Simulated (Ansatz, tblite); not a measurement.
Removing and adding an electron: Al9As9H24, a nanocrystal cut from wurtzite AlAs (hydrogen-capped). Charge 0, multiplicity 1. Geometry: PBE-D4/def2-SVP. Ansatz, gas phase; energy differences of separate SCF runs; the oxidised species was run as a doublet alone; the reduced species was run as a doublet alone.

Cartesian coordinates in Å:
```
Al -0.7665 3.3384 -3.6810
As -2.4257 1.3828 -3.7372
As 0.4707 2.5083 -1.6572
Al -0.8965 2.5576 0.4114
Al -2.4166 -0.5182 -2.1029
As -2.4537 0.5982 0.1197
As 0.5097 1.8801 2.3384
Al -0.6888 2.0481 4.5407
Al -2.3755 -1.1480 1.8896
As -2.3444 0.1562 4.0305
Al 1.7343 0.4172 -2.0815
As -0.0696 -1.3412 -2.1423
As 3.0378 -0.1772 -0.0572
Al 1.7751 -0.2368 2.0763
Al 0.1491 -3.2020 -0.5060
As -0.0307 -1.9359 1.6276
Al 4.5125 -2.1856 -0.3835
As 2.5696 -3.8414 -0.6373
H -1.6378 4.6338 -3.3251
H 0.1286 3.1798 -4.9993
H -3.8608 1.8989 -3.7554
H -2.4441 0.7364 -5.1185
H 1.5649 3.5407 -1.3884
H -1.7219 3.9073 0.6310
H -3.5485 -1.6167 -2.3549
H -3.8648 1.1718 0.2246
H 1.6021 2.9480 2.3787
H -1.5695 3.3837 4.6090
H 0.2318 1.5050 5.7331
H -3.5061 -2.2739 1.8135
H -3.7789 0.6291 4.2423
H -2.3267 -0.8855 5.1444
H 2.5750 0.4111 -3.4396
H 0.0633 -2.0237 -3.5016
H 3.9857 1.0083 0.1199
H 2.6412 -0.6558 3.3512
H -0.8705 -4.4182 -0.6867
H 0.1265 -3.0029 2.7084
H 5.2311 -2.1392 -1.8137
H 5.2398 -2.5854 0.9860
H 2.7112 -4.6386 -1.9299
H 2.7377 -5.0144 0.3228
```

The xTB rows come from tblite. Single mean-field runs in def2-TZVP are fitted with def2-universal-jkfit. HOMO above LUMO, or a gap near zero within one spin, warns that the state may not be the lowest or that an electron is smeared out.

```json
{"level": "PBE-D4/def2-TZVP", "−HOMO (eV)": "6.17", "vertical IE (eV)": "–", "−LUMO (eV)": "2.41", "vertical EA (eV)": "1.09", "HOMO–LUMO gap (eV)": "3.76", "IE − EA (eV)": "–", "remarks": "HOMO above zero (-1 doublet), gap within one spin near zero (-1 doublet)"}
{"level": "PBE0-D4/def2-TZVP", "−HOMO (eV)": "7.15", "vertical IE (eV)": "8.23", "−LUMO (eV)": "1.72", "vertical EA (eV)": "0.87", "HOMO–LUMO gap (eV)": "5.43", "IE − EA (eV)": "7.37", "remarks": "HOMO above zero (-1 doublet)"}
```

Problem. Estimate the rows for GFN1-xTB, GFN2-xTB.

Solution. 
```json
{"level": "GFN1-xTB", "−HOMO (eV)": "10.34", "vertical IE (eV)": "11.77", "−LUMO (eV)": "6.65", "vertical EA (eV)": "5.25", "HOMO–LUMO gap (eV)": "3.69", "IE − EA (eV)": "6.52"}
{"level": "GFN2-xTB", "−HOMO (eV)": "9.79", "vertical IE (eV)": "11.29", "−LUMO (eV)": "7.21", "vertical EA (eV)": "5.64", "HOMO–LUMO gap (eV)": "2.58", "IE − EA (eV)": "5.65"}
```

Run but left out: PBE-D4/def2-TZVP (charge +1 doublet: an occupied level 0.06 eV above an empty one).   A HOMO above zero means that the electron is unbound at that level or that self-interaction error raises the level; the energy of removing that electron tells which. Raw xTB energy differences between charge states are shifted by several eV; the methods need an empirical correction for them. Sets without diffuse functions give affinities that are too small.
